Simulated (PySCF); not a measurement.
**Computed properties of GeH3O3, SMILES [OH][Ge]([OH])[OH]**

GeH3O3, SMILES [OH][Ge]([OH])[OH] (connectivity only; charge and spin as stated), charge +1, multiplicity 1. Geometry optimised at ωB97X-D3(BJ)/def2-SVP. The multiplicity is an assumed one; other spin states were not compared. The isomer is the one that the SMILES or the coordinates give; other isomers of the formula were not compared. Other conformers were not sampled. All values are computed for the isolated molecule unless a solvent is named; none is compared with measurement here.

**Structure.** The optimised structure has Cs symmetry. All 15 harmonic modes at ωB97X-D3(BJ)/def2-SVP (PySCF) are real, so it is a minimum. With heavy atoms numbered as in [OH:1][Ge:2]([OH:3])[OH:4], the shortest bond between them is O1–Ge2 at 1.690 Å and the longest Ge2–O3 at 1.700 Å.

**Vibrations.** The strongest infrared lines (harmonic, unscaled, degenerate partners summed) lie at 3809 cm⁻¹ (450 km/mol, H 94 %), 3837 cm⁻¹ (369 km/mol, H 94 %), 420 cm⁻¹ (305 km/mol, H 96 %). The softest mode is at 219 cm⁻¹ and the zero-point energy is 26.2 kcal/mol.

**Electronic structure.** HF/def2-TZVP (PySCF) places the frontier levels at -20.54 and -4.10 eV, a gap of 16.44 eV and a mean polarisability of 27.6 bohr³.

**Excitations.** TDDFT-CAM-B3LYP/def2-SVPD (PySCF) has S1 at 6.52 eV (190 nm, f = 0.000, dark); the most intense of the 10 singlets computed lies at 8.74 eV (f = 0.17). T1 (TDA) is at 6.02 eV. No vertical singlet excitation falls in the visible range (under 3.1 eV).

**NMR.** GIAO shifts at B3LYP/pcSseg-1 (PySCF) (non-relativistic, atoms alike by connectivity averaged): ¹H at 6.3 ppm against TMS.
